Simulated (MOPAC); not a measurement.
MOPAC input (PM3):

```
PM3 FORCE THERMO(298,298) PRECISE LET CHARGE=-1 GEO-OK AUX(PRECISION=9) THREADS=1
C3H4Cl

C    -2.21157851 1   -0.03587790 1   -0.66043191 1
C    -1.12635993 1   -0.62574139 1   -0.15387298 1
C     0.17694435 1   -0.27969613 1   -0.70069271 1
Cl    1.27279266 1    0.44815962 1    0.65393578 1
H    -3.16353862 1   -0.36979726 1   -0.23304065 1
H    -1.10625758 1   -1.37933115 1    0.64516187 1
H     0.15329942 1    0.49521224 1   -1.48028694 1
H     0.77828799 1   -1.13945192 1   -1.03936750 1
```

From the output:

```
     H    8   0.459868   5.088847

          HEAT OF FORMATION =      34.541350 KCALS/MOLE

          ZERO POINT ENERGY      35.080 KCAL/MOL

           NORMAL COORDINATE ANALYSIS (Total motion = 1 Angstrom)

   Root No.       1         2         3         4         5         6         7         8

                 1 A       2 A       3 A       4 A       5 A       6 A       7 A       8 A

                 105.4     279.0     401.1     532.3     697.1     896.9     924.1     941.2

           1    0.0298    0.0531    0.0588   -0.0213   -0.0177   -0.0223   -0.0092    0.0101
           2    0.0238   -0.0019    0.0869   -0.0352   -0.0086    0.0374   -0.0085    0.0389
           3    0.1378    0.0000    0.0093    0.0125   -0.0240   -0.0026    0.0516    0.0089
           4    0.0323    0.0458    0.0531   -0.0271   -0.0171    0.0019   -0.0073    0.0171
           5    0.0109    0.0526   -0.0725    0.0412    0.0004    0.0120    0.0011   -0.0031
           6   -0.0872    0.0881    0.0108    0.0218   -0.0757    0.0196   -0.0558   -0.0364
           7    0.0502    0.0195   -0.0075    0.0869    0.0461    0.0211    0.0240   -0.0677
           8   -0.0044    0.0741   -0.0252   -0.0030   -0.0110   -0.0350   -0.0007   -0.0079
           9   -0.0661   -0.0176    0.0736    0.0972    0.0663   -0.0253   -0.0064    0.0417
          10   -0.0438   -0.0457   -0.0264   -0.0200   -0.0034   -0.0032   -0.0009    0.0037
          11   -0.0108   -0.0473    0.0016    0.0022    0.0067    0.0012    0.0012   -0.0024
          12    0.0119   -0.0346   -0.0312   -0.0334   -0.0098    0.0022    0.0005   -0.0058
          13    0.0183    0.0969   -0.1140    0.0768   -0.0098    0.3602   -0.0206    0.2475
          14    0.0282   -0.0285    0.1758   -0.0738   -0.0306   -0.1603    0.0123   -0.0822
          15    0.1432    0.1660   -0.0897   -0.2296    0.4019   -0.0091   -0.3162   -0.0090
          16    0.0143    0.0903    0.0183   -0.0308   -0.0363   -0.1024   -0.0113    0.0195
          17    0.0005    0.0806   -0.0905    0.0361   -0.0190   -0.0593   -0.0096    0.0003
          18   -0.2583    0.3060   -0.0669   -0.1859    0.1677   -0.0359    0.3890    0.0962
          19    0.0649    0.0140   -0.1244    0.1371    0.0058   -0.0871   -0.0204   -0.0028
          20    0.0080    0.0724   -0.1071    0.0456   -0.0373   -0.1189   -0.0339    0.0451
          21   -0.1011   -0.0520    0.1302   -0.0198    0.1147    0.1386    0.0546   -0.1963
          22    0.1042   -0.0031   -0.0949    0.0616    0.0261   -0.0671   -0.0063    0.0860
          23   -0.0193    0.0525    0.0937   -0.1209    0.0787    0.1261    0.0881   -0.2124
          24   -0.0178   -0.0432    0.0086    0.0447    0.0577   -0.0739   -0.0190    0.1445

   Root No.       9        10        11        12        13        14        15        16

                 9 A      10 A      11 A      12 A      13 A      14 A      15 A      16 A

                1060.3    1169.5    1186.9    1258.6    1391.9    1693.5    2950.6    2993.0

           1   -0.0155   -0.0154   -0.0167    0.0379   -0.0399   -0.2165   -0.0286   -0.0101
           2   -0.0111    0.0120    0.0127   -0.0194    0.0104   -0.0044   -0.0416   -0.0147
           3   -0.0002   -0.0008    0.0013   -0.0003    0.0005   -0.0013   -0.0017   -0.0006
           4   -0.0019   -0.0109   -0.0030    0.0162   -0.0057    0.2525   -0.0088    0.0187
           5    0.0041    0.0371   -0.0323    0.0769   -0.0745    0.0439    0.0210   -0.0219
           6    0.0191   -0.0005    0.0148    0.0028    0.0008    0.0006    0.0003   -0.0003
           7    0.0142    0.0082   -0.0200   -0.0286    0.0381   -0.0128    0.0008   -0.0211
           8    0.0147   -0.0578   -0.0183   -0.0345    0.1035   -0.0176   -0.0002    0.0041
           9   -0.0011    0.0007   -0.0233   -0.0190   -0.0222    0.0145   -0.0008    0.0181
          10    0.0046    0.0002   -0.0042   -0.0035    0.0003   -0.0031   -0.0000   -0.0000
          11   -0.0032   -0.0002    0.0021    0.0004   -0.0007   -0.0013   -0.0000    0.0000
          12   -0.0045    0.0002   -0.0087   -0.0057    0.0005   -0.0035   -0.0001    0.0002
          13   -0.0468   -0.0233    0.0422   -0.0835    0.0449   -0.2107    0.2607    0.0854
          14    0.0038    0.0191   -0.0180    0.0474   -0.0395   -0.0896    0.5129    0.1723
          15   -0.0177    0.0066   -0.0233   -0.0069   -0.0046   -0.0032    0.0211    0.0073
          16   -0.0808    0.4102    0.1362   -0.1636    0.0787    0.0392    0.1913   -0.1954
          17   -0.0512    0.3440    0.0709   -0.0555   -0.0140   -0.1231   -0.2676    0.2643
          18   -0.0363   -0.0028   -0.0067    0.0126   -0.0102    0.0082   -0.0045    0.0047
          19   -0.2396   -0.1711    0.2230   -0.0735   -0.1834    0.0563   -0.0022    0.0535
          20   -0.1631   -0.1971    0.1529   -0.0934   -0.0903    0.0325    0.0030   -0.0781
          21   -0.2331    0.0059    0.2031    0.2638    0.2142   -0.0132   -0.0005    0.0033
          22    0.2423   -0.0080    0.2202    0.1374    0.1388   -0.0519   -0.0117    0.2059
          23    0.2325   -0.0545    0.1718   -0.1871   -0.3020   -0.0355   -0.0008    0.0289
          24    0.2338   -0.0086    0.2181    0.1273    0.0329   -0.0337    0.0122   -0.2289

   Root No.      17        18

                17 A      18 A

                3004.2    3053.1

           1   -0.0089   -0.0011
           2   -0.0121   -0.0019
           3   -0.0005   -0.0001
           4    0.0174    0.0022
           5   -0.0202   -0.0016
           6   -0.0004   -0.0000
           7    0.0261    0.0231
           8   -0.0017   -0.0469
           9   -0.0225    0.0062
          10   -0.0001    0.0005
          11   -0.0001   -0.0001
          12   -0.0004    0.0006
          13    0.0679    0.0077
          14    0.1386    0.0166
          15    0.0055    0.0010
          16   -0.1755   -0.0175
          17    0.2424    0.0285
          18    0.0033    0.0004
          19   -0.0376   -0.4282
          20    0.0654    0.5575
          21   -0.0062    0.0356
          22   -0.2633    0.1311
          23   -0.0392    0.0007
          24    0.2905   -0.1319

           MASS-WEIGHTED COORDINATE ANALYSIS (NORMAL COORDINATES)

   Root No.       1         2         3         4         5         6         7         8

                 1 A       2 A       3 A       4 A       5 A       6 A       7 A       8 A

                 105.4     279.0     401.1     532.3     697.1     896.9     924.1     941.2

           1    0.1306    0.2346    0.2905   -0.1091   -0.0986   -0.1417   -0.0541    0.0625
           2    0.1041   -0.0083    0.4294   -0.1800   -0.0477    0.2379   -0.0501    0.2417
           3    0.6035    0.0002    0.0457    0.0637   -0.1333   -0.0165    0.3038    0.0550
           4    0.1413    0.2022    0.2621   -0.1388   -0.0951    0.0124   -0.0428    0.1065
           5    0.0478    0.2324   -0.3584    0.2105    0.0021    0.0761    0.0063   -0.0190
           6   -0.3819    0.3890    0.0534    0.1115   -0.4211    0.1247   -0.3286   -0.2263
           7    0.2198    0.0861   -0.0368    0.4446    0.2568    0.1344    0.1416   -0.4201
           8   -0.0193    0.3271   -0.1245   -0.0152   -0.0609   -0.2226   -0.0044   -0.0493
           9   -0.2893   -0.0777    0.3635    0.4972    0.3690   -0.1606   -0.0379    0.2586
          10   -0.3293   -0.3471   -0.2242   -0.1756   -0.0329   -0.0352   -0.0091    0.0400
          11   -0.0809   -0.3590    0.0138    0.0193    0.0643    0.0127    0.0116   -0.0254
          12    0.0894   -0.2626   -0.2649   -0.2938   -0.0936    0.0244    0.0053   -0.0616
          13    0.0233    0.1240   -0.1631    0.1138   -0.0158    0.6635   -0.0352    0.4451
          14    0.0357   -0.0365    0.2516   -0.1094   -0.0493   -0.2952    0.0210   -0.1478
          15    0.1816    0.2124   -0.1284   -0.3403    0.6477   -0.0167   -0.5394   -0.0162
          16    0.0182    0.1155    0.0262   -0.0457   -0.0585   -0.1886   -0.0193    0.0351
          17    0.0006    0.1031   -0.1295    0.0535   -0.0306   -0.1092   -0.0164    0.0005
          18   -0.3276    0.3915   -0.0957   -0.2755    0.2704   -0.0662    0.6636    0.1730
          19    0.0823    0.0179   -0.1780    0.2031    0.0094   -0.1605   -0.0348   -0.0051
          20    0.0101    0.0926   -0.1533    0.0675   -0.0602   -0.2190   -0.0577    0.0811
          21   -0.1282   -0.0666    0.1863   -0.0294    0.1848    0.2552    0.0931   -0.3530
          22    0.1321   -0.0039   -0.1358    0.0913    0.0421   -0.1236   -0.0107    0.1547
          23   -0.0245    0.0672    0.1341   -0.1792    0.1268    0.2322    0.1504   -0.3820
          24   -0.0226   -0.0552    0.0123    0.0662    0.0929   -0.1362   -0.0325    0.2599

   Root No.       9        10        11        12        13        14        15        16

                 9 A      10 A      11 A      12 A      13 A      14 A      15 A      16 A

                1060.3    1169.5    1186.9    1258.6    1391.9    1693.5    2950.6    2993.0

           1   -0.0927   -0.0818   -0.1041    0.2323   -0.2061   -0.6253   -0.1431   -0.0670
           2   -0.0665    0.0639    0.0792   -0.1188    0.0538   -0.0128   -0.2078   -0.0973
           3   -0.0013   -0.0043    0.0082   -0.0017    0.0028   -0.0039   -0.0085   -0.0038
           4   -0.0111   -0.0580   -0.0190    0.0993   -0.0293    0.7290   -0.0440    0.1236
           5    0.0243    0.1973   -0.2019    0.4705   -0.3849    0.1268    0.1049   -0.1449
           6    0.1139   -0.0029    0.0928    0.0173    0.0043    0.0019    0.0015   -0.0020
           7    0.0848    0.0436   -0.1249   -0.1748    0.1965   -0.0371    0.0038   -0.1394
           8    0.0876   -0.3073   -0.1145   -0.2110    0.5342   -0.0509   -0.0009    0.0269
           9   -0.0068    0.0035   -0.1455   -0.1165   -0.1148    0.0418   -0.0041    0.1196
          10    0.0475    0.0020   -0.0453   -0.0365    0.0027   -0.0152   -0.0004   -0.0000
```

The dipole moment of an ion depends on the origin.
